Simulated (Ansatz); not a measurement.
Geometry optimisation, RKS B3LYP/def2-SVP (Ansatz 0.2.0).

The input (input.yaml):

```yaml
crystal:
  periodic: [false, false, false]
  atoms:
    - { symbol: B, position_ang: [0.0, 0.0, 0.0] }
    - { symbol: F, position_ang: [0.0, 0.0, 1.32] }
    - { symbol: Cl, position_ang: [1.6108, 0.0, -0.93] }
    - { symbol: Cl, position_ang: [-1.6108, 0.0, -0.93] }
basis:
  gaussian: { orbitals: def2-SVP }
hamiltonian:
  xc: b3lyp
relax:
  f_tol: 0.02
  max_steps: 40
output:
  orbitals: {}
```

Command:

```bash
$ ansatz run input.yaml --threads 2 --pin off --max-ram 3072MiB --backend cpu --events-out ev --progress --plain --runs-dir out
```

Q: Where does it end, and by what steps?

A: The forces met the threshold. After 4 steps the energy has fallen by 0.264 eV; Cl3 moved furthest, 0.09 Å.

```csv
step,energy less start (eV),largest force component (eV/Å),accepted
0,0.0000,1.886,yes
1,-0.2111,1.051,yes
2,-0.2619,0.299,yes
3,-0.2637,0.132,yes
4,-0.2639,0.001,yes
```

```xyz
4
Properties=species:S:1:pos:R:3
B 0.000 0.000 -0.037
F 0.000 0.000 1.277
Cl 1.530 0.000 -0.890
Cl -1.530 0.000 -0.890
```

Whether the end is a true minimum wasn't checked by a vibrational analysis.

The run took 11 s on 2 threads of Intel(R) Xeon(R) Platinum 8259CL CPU @ 2.50GHz (Skylake/Cascade Lake) (shared host), peak memory 0.14 GiB.
